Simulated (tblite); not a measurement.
Compound: C7H12NP.
Geometry (GFN2-xTB, Å), atoms numbered from 1 in this order:
```xyz
21
C7H12NP angstrom
C      2.0628    0.2724   -1.0784
C      1.1153   -0.3705   -0.0644
C      1.8068   -0.5040    1.2949
C     -0.1259    0.4613    0.0764
P     -0.1449    2.1381    0.5033
C     -1.8976    2.0979    0.4174
C     -2.3567    0.8622    0.0833
N     -1.3714   -0.0524   -0.1051
C     -1.6522   -1.4160   -0.4733
H      2.9673   -0.3226   -1.1863
H      1.5822    0.3562   -2.0512
H      2.3357    1.2710   -0.7439
H      0.8561   -1.3725   -0.4208
H      2.0750    0.4823    1.6670
H      2.7098   -1.1042    1.2063
H      1.1450   -0.9749    2.0192
H     -2.5298    2.9459    0.6066
H     -3.3828    0.5627   -0.0403
H     -1.2137   -1.6541   -1.4455
H     -2.7306   -1.5509   -0.5380
H     -1.2593   -2.1109    0.2724
```

Method: GFN2-xTB as coded in tblite; computed harmonic values from a numerical Hessian at the method's own geometry, unscaled. The method is semi-empirical: single wavenumbers can be off by several per cent or more. One conformer, not necessarily the lowest. The optimisation stopped once no atom felt more than 0.01 eV/Å.

Lowest wavenumbers of the output (negative numbers stand for imaginary wavenumbers):
```
mode    cm-1
  1     -34.6
  2     117.0
  3     166.0
  4     180.3
  5     188.1
  6     215.8
  7     243.9
  8     276.7
  9     329.4
 10     384.5
 11     477.2
 12     485.5
 13     532.0
 14     555.8
 15     658.1
```

Is this structure a minimum?

Not by this Hessian. 1 mode is imaginary beyond 20i (35i cm⁻¹), so at this level the point lies at or near a first-order saddle. The curvature is small, so loose convergence or finite differences may be the whole cause.

Which atoms move in the imaginary mode?

35i: C3 (methyl carbon) 23 %, C1 (methyl carbon) 21 %, P5 (phosphorus bonded to 2 C) 13 %. These are shares of the mass-weighted motion.

What is the remedy?

Step along that mode in both directions, optimise again with tighter thresholds and repeat the frequencies. The zero-point energy of this point (110.5 kcal/mol) counts the 56 real modes alone, and thermal corrections from it aren't those of a minimum.
